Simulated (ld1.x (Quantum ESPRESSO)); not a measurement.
**What one change does to a pseudopotential (Ru (Z = 44), TM)**

```
Element                 : Ru
Generator               : ld1.x (Quantum ESPRESSO) 7.5
Type                    : norm-conserving Troullier–Martins (Kleinman–Bylander form)
Functional              : PBEsol
Relativity              : scalar-relativistic
Frozen core             : [Ar] 3d10 4s2
Valence charge          : 14
Reference configuration : 4p6 4d6 5s2 5p0
Partial waves           : 5s (bound): rc 2.90 bohr; 4d (bound): rc 1.30 bohr; 4p (bound): rc 1.30 bohr
Local potential         : the p channel
Core correction         : a·sin(br)/r model core inside 1.30 bohr
```

Change: wave 4d (bound): rc 1.30 bohr becomes 4d (bound): rc 1.12 bohr.

Cutoffs: the cutoffs (Ry, on a coarse ladder) from which the occupation-weighted sum of valence levels, in a spherical-Bessel basis at the reference potential, stays within 10 and 1 mRy of its value at 400 Ry; they do not see the model core or the augmentation charge, which bear on the density cutoff. Errors are all-electron minus pseudo energies relative to the spin-unpolarised reference configuration.

Q: Predict the effect on cutoff, ghosts and configuration errors.

A: The potential gets harder (80 Ry and 140 Ry → 100 Ry and 140 Ry); both files keep a bound ghost (s); of the 7 tests that both files solve, the error grows in 0 and shrinks in 1 by more than 15 % and 0.3 meV (median size 39.3 → 39.4 meV). A smaller radius makes the pseudo-wave follow the all-electron one further in, where it bends more sharply, so more plane waves are needed.

```tsv
quantity	base	changed
cutoff, loose	80 Ry	100 Ry
cutoff, tight	140 Ry	140 Ry
loose cutoff by channel (10 mRy a level)	s 6 Ry, d 45 Ry, p 55 Ry	s 6 Ry, d 55 Ry, p 55 Ry
bound ghosts	s	s
error for 4p6 4d7 5s1 5p0, meV [ΔE -1.68 eV]	-32	-32
error for 4p6 4d7 5s0 5p0, meV [ΔE 5.62 eV]	-72	-73
error for 4p6 4d6 5s0 5p0, meV [ΔE 23.81 eV]	-39	-39
error for 4p6 4d7 5s0 5p1, meV [ΔE 1.84 eV]	-45	-45
error for 4p6 4d6 5s1 5p1, meV [ΔE 4.00 eV]	+22	+22
error for 4p5 4d7 5s1 5p0, meV [ΔE 50.68 eV]	-18	-15
error for 4p6 4d8 5s0 5p0, meV [ΔE -2.01 eV]	-81	-82
s: phases at 3.15 bohr within 0.05 rad from the reference energy up to (Ry; the scan ends near 5)	2.6	2.6
p: phases at 3.15 bohr within 0.05 rad from the reference energy up to (Ry; the scan ends near 5)	3.6	3.6
d: phases at 3.15 bohr within 0.05 rad from the reference energy up to (Ry; the scan ends near 5)	to the end of the scan	to the end of the scan
```

 A true bound ghost makes a file unfit for plane-wave use even where its test errors are small: the radial tests pick states by their node count and pass the ghost by.
